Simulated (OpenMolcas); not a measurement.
N: from CASSCF to CASPT2

```json
{"Program": "OpenMolcas 26.06", "Basis": "ANO-L-VTZP [4s3p2d1f]", "Scalar Hamiltonian": "non-relativistic, point nucleus", "Active space": "3 electrons in 3 orbitals (2p)", "State averaging": "2S+1 = 4 odd, 1 root; 2S+1 = 2 odd, 8 roots", "Spin-orbit coupling": "state interaction with AMFI integrals over the reference wave functions, term energies averaged over their components"}
```

Methods on the same reference wave functions:
A. CASSCF
B. SS-CASPT2, IPEA 0.25 Eh, imaginary shift 0.1 Eh (closed shells correlated: 1s 2s)

Energies in cm⁻¹ above 2s² 2p³ ⁴S°_3/2, the measured ground level; measured values from NIST Handbook of Basic Atomic Spectroscopic Data.

```
          Level      A      B  Measured
2s² 2p³ ⁴S°_3/2    0.0    0.0       0.0
2s² 2p³ ²D°_3/2  23066  19910     19233
2s² 2p³ ²D°_5/2  23066  19910     19224
2s² 2p³ ²P°_1/2  38108  31690     28839
2s² 2p³ ²P°_3/2  38109  31690     28839
```

Deviations, from unrounded energies. A percentage is the sum of absolute deviations over the sum of measured energies, with the sign that they share, or ± where signs differ.

```
                        Against measurement  Levels      A     B
             mean absolute deviation (cm-1)       4   6600  1800
other terms of the ground configuration (%)       4  +27.3  +7.3
```

B lies closest to measurement on these levels. The largest miss of B in the table is 2s² 2p³ ²P°_3/2, by +2800 cm-1. The ranking rests on the paired levels alone, and a cruder setting can come out closer through cancelling errors.

From A to B the spin-free energies of the other terms of 2s² 2p³ shown, above ⁴S°, scale by factors of 0.83 to 0.86.

The lowest spin-free term lies below A's lowest term by 0.102 hartree in B.

Term energies are means over components that CASPT2 splits; among the terms shown or strongly mixed into the levels shown the widest spread is 130 cm-1 (2s² 2p³ ²D°, B). With the s shell closed, the reference lacks s² → p² mixing. Without dynamic correlation excited terms often stand tens of per cent too high (terms of higher spin than the ground term too low), and those without a measured partner can miss by more than the paired ones (holds for A). Computed and measured levels are paired by configuration, term and J; levels that our copy of the source lacks, or whose pairing is in doubt (as where it misses far off the trend of its configuration), stay unpaired and out of the deviations. Levels of configurations outside the active space are missing.

° marks odd parity.
